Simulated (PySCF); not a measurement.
Isomers of C6H11N. Computed with TDDFT PBE0/def2-SVPD, vertical, gas phase, core orbitals frozen in the response in PySCF 2.14.0, density-fitted response routines. Geometries: GFN2-xTB; one conformer of each isolated species. Triplets are in the Tamm–Dancoff approximation.

**Question.** Rank by computed S1–T1 gap, highest first.
A. `C=C(C)[C@@H]1N[C@H]1C`
B. `N1[C@@H]([C@@H]1C=C)CC`
C. `C=C1CC[C@H](N)C1`
D. `N[C@H]1C[C@@H]2C[C@@H]2C1`
E. `C(=C/CN=C)/CC`

**Answer.** A (2.03 eV), C (1.76 eV), B (1.50 eV), E (0.84 eV), D (0.29 eV).

```csv
SMILES,S1−T1 (eV),S1 (eV),T1 (eV),S1 mainly,T1 mainly,f(S1)
C=C(C)[C@@H]1N[C@H]1C,2.03,6.23,4.20,H→L (58%),H→L (77%),0.093
C=C1CC[C@H](N)C1,1.76,5.88,4.12,H→L (89%),H-1→L (55%),0.019
C=C[C@@H]1N[C@@H]1CC,1.50,5.69,4.19,H→L (94%),H→L (59%),0.116
C=NC/C=C\CC,0.84,4.88,4.04,H-1→L (74%),H-1→L (72%),0.001
N[C@H]1C[C@@H]2C[C@@H]2C1,0.29,6.27,5.97,H→L (89%),H→L (84%),0.010
```

H and L stand for HOMO and LUMO. For `C=C1CC[C@H](N)C1` the leading configurations of S1 and T1 differ. Singlets come from full response and triplets from the Tamm–Dancoff approximation.
